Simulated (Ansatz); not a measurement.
Consider the ligand exchange at the Al–O bond: `B[O][Al]([OH])[F]` + HBr → `[OH][Al]([F])[Br]` + `BO`.

Computed with Ansatz on PBE0-D4/def2-TZVP structures; ΔE is electronic, products minus reactants. CBS: MP2 limit from def2 TZ/QZ plus the TZ coupled-cluster correction, frozen cores. This one scheme is used for every species. Functionals use def2-TZVPP. For Br outer-core shells are correlated without core-valence functions, which leaves a few kJ/mol of doubt a bond. Scalar relativity is left out up to krypton. One conformer a species, not always the lowest.

`B[O][Al]([OH])[F]`:

Cartesian coordinates in Å:
```
B -0.531 0.920 -1.637
O -0.042 0.264 -0.582
Al 0.540 -0.571 0.735
O -0.375 -0.630 2.140
F 1.998 -1.313 0.624
H -1.214 0.332 -2.434
H -0.279 2.088 -1.775
H -0.097 -1.090 2.930
```

HBr:

Z-matrix (Å, degrees):
```
Br
H 1 1.420
```

`[OH][Al]([F])[Br]`:

```xyz
5

O    -0.365   -1.157   -0.523
Al   -0.082    0.436   -0.085
F    -0.801    1.618   -0.956
Br    1.230    1.006    1.629
H     0.018   -1.903   -0.065
```

`BO`:

Cartesian coordinates in Å:
```
B -0.262 -0.328 -0.035
O 0.088 0.973 0.003
H -1.421 -0.569 -0.202
H 0.566 -1.189 0.095
H 1.029 1.113 0.139
```

```csv
level,ΔE (kJ/mol)
PBE0,-35.3
CAM-B3LYP,-20.5
```

(1) What does CCSD(T)/CBS give? (An estimate is asked.)

(2) What do rigid-rotor, harmonic-oscillator terms from PBE0-D4/def2-TZVP frequencies (298.15 K, 1 bar) make of the CCSD(T)/CBS value? (Estimate.)

Largest T1 diagnostic among the species: 0.014.

Results:

(1) Computed: -29.5 kJ/mol. The listed levels differ from it by -5.8, 9.0 kJ/mol.

(2) Computed: ΔZPE = +13.4 kJ/mol, ΔH = -19.3 kJ/mol, ΔS = 0 J/(mol·K), ΔG = -19.5 kJ/mol.

Leaving LDA and LC-ωPBE aside and taking each functional with its dispersion term where it has one, the values, not all of them listed here, spread over 15.3 kJ/mol, from HSE06-D4 to CAM-B3LYP-D4. LDA lies +4.3 kJ/mol from PBE without D4. At CCSD(T), def2-SVP lies +4.9 kJ/mol from the extrapolated value and def2-TZVPP +3.5 kJ/mol.
